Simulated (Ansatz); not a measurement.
Program: Ansatz. Geometries: PBE0-D4/def2-TZVP. ΔE: electronic, gas phase. CCSD(T)/CBS adds triple-zeta CCSD(T) − MP2 to the extrapolated MP2 energy (def2 sets, frozen cores). This one scheme is used for every species. Functionals use def2-TZVPP. B3LYP here is the variant with VWN-RPA as its local correlation; programs differ in this. def2 core potentials past Kr. For I outer-core shells are correlated without core-valence functions, which leaves a few kJ/mol of doubt a bond. One conformer a species, not always the lowest.

Consider the silylene formation by 1,1-elimination: `C[SiH](O)I` → `OI` + `C[SiH]`.

`C[SiH](O)I`:

Cartesian coordinates in Å:
```
C 0.511 -0.382 -1.034
Si 0.057 0.068 0.707
O -1.482 -0.330 1.102
I 0.376 2.493 0.964
H 1.558 -0.137 -1.228
H 0.367 -1.455 -1.188
H -0.104 0.161 -1.755
H 0.912 -0.604 1.707
H -2.197 0.185 0.724
```

`OI`:

Cartesian coordinates in Å:
```
O -0.108 0.479 -0.428
I 0.945 -0.350 1.021
H -0.837 -0.129 -0.593
```

`C[SiH]`:

Z-matrix (Å, degrees):
```
C
Si 1 1.892
H 1 1.098 2 109.5
H 1 1.098 2 109.7 3 -115.3
H 1 1.091 2 113.8 3 122.2
H 2 1.531 1 94.2 3 58.0
```

| level | ΔE (kJ/mol) | difference from CCSD(T)/CBS |
| --- | --- | --- |
| PBE-D4 | 554.3 | -21.6 |
| ωB97M-V | 569.8 | -6.1 |
| PBE | 544.7 | -31.2 |
| r2SCAN | 590.7 | 14.8 |
| PBE0 | 574.5 | -1.4 |
| B3LYP | 543.2 | -32.7 |
| CCSD/def2-TZVPP | 568.5 | -7.4 |
| CCSD(T)/def2-TZVPP | 567.6 | -8.3 |
| MP2/def2-QZVPP | 609.4 | 33.5 |
| HF/CBS(def2) | 580.0 | 4.1 |
| CCSD(T)/CBS | 575.9 | 0 |

Largest T1 diagnostic among the species: 0.012.

From PBE to PBE0 (25 % exact exchange), in def2-TZVPP and without D4, ΔE moves by +29.7 kJ/mol. The D4 term adds +15.6 kJ/mol with B3LYP and +8.5 kJ/mol with PBE0; it sums over pairs of atoms, weighted by their polarisabilities, and B3LYP, whose exchange is more repulsive, gets the larger term.
